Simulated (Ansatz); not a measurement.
`C=C([SiH3])CCl` and `C=C([SiH3])OC` differ in one atom or group.

Ansatz, PBE0-D4/def2-TZVP geometries, multiplicity 1. Each molecule was computed in one conformer, which needn't be the lowest.

```
                                          property  `C=C([SiH3])CCl`
size of the dipole moment (ωB97M-V/def2-TZVPP) / D              1.99
              HOMO–LUMO gap (PBE0/def2-TZVPP) / eV              7.24
                 HOMO energy (PBE/def2-TZVPP) / eV             -6.89
               HOMO energy (B3LYP/def2-TZVPP) / eV             -7.80
                LUMO energy (PBE0/def2-TZVPP) / eV             -0.79
                 LUMO energy (PBE/def2-TZVPP) / eV             -1.81
```

(1) Give the same properties after the change, and the shifts. (An estimate is asked.)

Answers

(1) The calculation gave: 
| property | `C=C([SiH3])OC` | shift |
| --- | --- | --- |
| size of the dipole moment (ωB97M-V/def2-TZVPP) / D | 1.43 | -0.56 |
| HOMO–LUMO gap (PBE0/def2-TZVPP) / eV | 7.05 | -0.19 |
| HOMO energy (PBE/def2-TZVPP) / eV | -5.73 | 1.16 |
| HOMO energy (B3LYP/def2-TZVPP) / eV | -6.69 | 1.11 |
| LUMO energy (PBE0/def2-TZVPP) / eV | 0.14 | 0.93 |
| LUMO energy (PBE/def2-TZVPP) / eV | -0.83 | 0.98 |

With PBE0 the HOMO rises by 1.13 eV and the LUMO rises by 0.93 eV, so the gap narrows by about 0.20 eV. PBE moves the HOMO by 1.16 eV and ωB97M-V by 1.09 eV. Dipoles are sizes alone; their direction can turn.

B3LYP here is the variant with VWN-RPA as its local correlation; programs differ in this.
